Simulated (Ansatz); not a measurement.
Ansatz (a quantum-chemistry and plane-wave program) input (PBE0/def2-TZVP):

Ansatz 0.2 input:
```yaml
crystal:
  periodic: [false, false, false]
  atoms:
    - {symbol: C, position_ang: [1.83146060, -0.43451885, -0.15598884]}
    - {symbol: O, position_ang: [0.48750625, -0.74067945, -0.38347881]}
    - {symbol: B, position_ang: [-0.48422613, 0.20570575, 0.10826090]}
    - {symbol: N, position_ang: [-0.11056263, 1.36684600, 0.73916435]}
    - {symbol: N, position_ang: [-1.85033065, -0.33547450, -0.17509214]}
    - {symbol: H, position_ang: [2.09845199, 0.55545260, -0.54667827]}
    - {symbol: H, position_ang: [2.45036551, -1.19759515, -0.64896906]}
    - {symbol: H, position_ang: [2.07616805, -0.41943841, 0.91499421]}
    - {symbol: H, position_ang: [-0.90790764, 1.93134737, 1.02730359]}
    - {symbol: H, position_ang: [-1.89243296, -0.95668464, -0.97341168]}
    - {symbol: H, position_ang: [-2.56607480, 0.37133764, -0.25928522]}
basis:
  gaussian:
    orbitals: def2-TZVP
hamiltonian:
  xc: {name: PBE0}
total_charge: -1
```

End of the output:

```
integrals: 0.09 GiB planned
1074 factors; their error is unknown
0.29 GiB of the device are held for the grids
0.99 GiB of device memory are held for the factors and their scratch space
mean field: 0.77 GiB planned
mean field evaluation 1: about -6827.2080 eV, gradient 6.5e1 eV
mean field evaluation 2: about -6807.1693 eV, gradient 1.1e2 eV
mean field evaluation 4: about -6835.4366 eV, gradient 7.9e0 eV
mean field evaluation 8: about -6835.5551 eV, gradient 1.8e-1 eV
mean field evaluation 16: about -6835.5576 eV, gradient 1.1e-4 eV
mean field -6835.55759913 eV, -251.2021084608 hartree, gradient 2.8e-5 eV, S^2 0.000000; 0 other end points of the search recorded, 0 dependent functions left out
reference -6835.55763324 eV, -251.2021097142 hartree; 20, 20 occupied and 171, 171 virtual orbitals, 1074 factors
Total energy: -6835.55763324 eV, -251.2021097142 hartree
```

It need not be the lowest isomer of its formula. Whether it binds its extra electron was not tested at this geometry.
